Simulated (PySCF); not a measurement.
Gas-phase equilibrium of 1 mol GeCl₄, 1.7 mol O₂ at 1600 K and 1.00 bar, among 12 species (ClO, O₂, O, GeCl₃, Ge₂O₂, O₃, GeCl₄, Cl, Cl₂, GeO₂, GeCl₂, GeO). Only gases are allowed; each row takes one source of thermochemistry for all species, and Cantera finds the minimum.

Method: PySCF energies (xtb for GFN2) plus ideal-gas RRHO corrections (1 bar). † marks an energy on the PBE0/def2-TZVP geometry and frequencies; other levels use their own. Open shells (unrestricted) among the columns below: ClO (multiplicity 2, electronic degeneracy 4), O₂ (multiplicity 3), Cl (multiplicity 2, electronic degeneracy 6); the rest are closed-shell singlets. GFN2 has no spin-polarisation term. Spin-orbit splitting is ignored; it lowers the true energy and changes the entropy of ClO, Cl. B3LYP is the form with VWN-RPA correlation. Ge: all electrons, no relativistic terms. GeO₂: computed as isolated molecules; such fragments, hydroxides, amides, oligomers or adducts are transient or little studied in the gas. The harmonic model lacks anharmonicity and excited electronic states, which grow with temperature; levels with a mode under 35 cm⁻¹ are left out. Strong static correlation: O₃.

Molecules larger than those listed are left out, and so are free Ge atoms, whose spin-orbit terms are large. Also missing: (GeO)n, which can matter at low temperature or high pressure.

Mole fractions:

```csv
thermochemistry,x O₂,x Cl₂,x GeCl₄,x GeO₂,x O₃,x GeCl₂,x GeO,x Cl,x ClO
B3LYP/def2-TZVP†,0.53,0.088,0.19,1.3e-6,3.8e-11,0.12,0.0022,0.066,0.00066
GFN2-xTB,0.0077,0.54,1.7e-5,0.19,0.15,0.00069,0.086,0.011,0.010
M06-2X/def2-TZVP†,0.62,0.0094,0.35,2.7e-6,6.5e-12,0.013,0.00067,0.011,9.5e-5
r2SCAN/def2-TZVP†,0.61,0.014,0.34,1.6e-6,9.4e-11,0.019,0.00048,0.014,0.00024
ωB97M-V/def2-TZVP†,0.60,0.024,0.33,1.1e-6,4.2e-11,0.028,0.0015,0.015,0.00023
ωB97X-V/def2-TZVP†,0.61,0.011,0.34,8.6e-7,1.7e-11,0.016,0.00088,0.014,0.00013
```
The most sensitive of these is O₃: it spans a factor of 10^10.4 over these rows; at this temperature one factor of ten is RT ln 10 = 31 kJ/mol.
